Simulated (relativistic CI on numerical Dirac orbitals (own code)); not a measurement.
Os⁴⁷⁺: sensitivity of the levels to the model

Base calculation: Dirac-Coulomb-Breit CI, orbitals from a KLI potential per configuration, QED by a radiative potential, unscaled Slater integrals.

Configurations in the expansion (outside the closed core [Ar]): 3d¹⁰4s, 3d¹⁰4p, 3d¹⁰4d, 3d¹⁰4f, 3d¹⁰5s, 3d¹⁰5p, 3d¹⁰5d, 3d¹⁰5f, 3d¹⁰5g, 3d⁹4p², 3d¹⁰6s, 3d¹⁰6p, 3d⁸4s4p², 3d⁹4s², 3d¹⁰6d, 3d⁹4p4d. Levels of other configurations are missing.

Variants: (1) valence Slater integrals scaled by 0.9; (2) non-relativistic limit; (3) one mean potential for all configurations. Shifts of the energy above 3d¹⁰4s ²S1/2, in eV, for the lowest level and the first level of each name with at least 55 % of one term (blank where a level changes its place among those of its configuration and J or its character, or is not in the variant):

```
        Level     Base   Δ(1)     Δ(2)   Δ(3)
 3d¹⁰4s ²S1/2     0.00   0.00     0.00   0.00
3d¹⁰4p ²P°1/2   102.59  -0.01   -13.84  +0.05
3d¹⁰4p ²P°3/2   219.21  -0.01  -130.45  +0.05
 3d¹⁰4d ²D3/2   376.48  -0.01  -137.34  +0.03
 3d¹⁰4d ²D5/2   401.25  -0.01  -162.11  +0.03
3d¹⁰4f ²F°5/2   569.07   0.00  -161.33  -0.11
3d¹⁰4f ²F°7/2   575.46   0.00  -167.71  -0.11
 3d¹⁰5s ²S1/2  1046.25  -0.01   -85.26  -0.13
3d¹⁰5p ²P°1/2  1096.10  +0.01   -91.24  -0.10
3d¹⁰5p ²P°3/2  1151.00  +0.01  -146.14  -0.10
 3d¹⁰5d ²D3/2  1226.16  -0.01  -149.16  -0.12
 3d¹⁰5d ²D5/2  1238.17  -0.01  -161.18  -0.12
3d¹⁰5f ²F°5/2  1312.71  -0.01  -160.75  -0.16
3d¹⁰5f ²F°7/2  1316.41  -0.01  -164.44  -0.16
```

At this charge energies of transitions that change n are usually good to better than 1 %, and those within a shell (Δn = 0) to a few per cent.

Ionisation energy from the two ground configurations alone: base 2616.01 eV. The NIST ASD value (semi-empirical) is 2615.5 eV.

LS names give the leading component of a level, which can be under half, so a name can repeat, a term be missing and a line seem to break the LS rules.
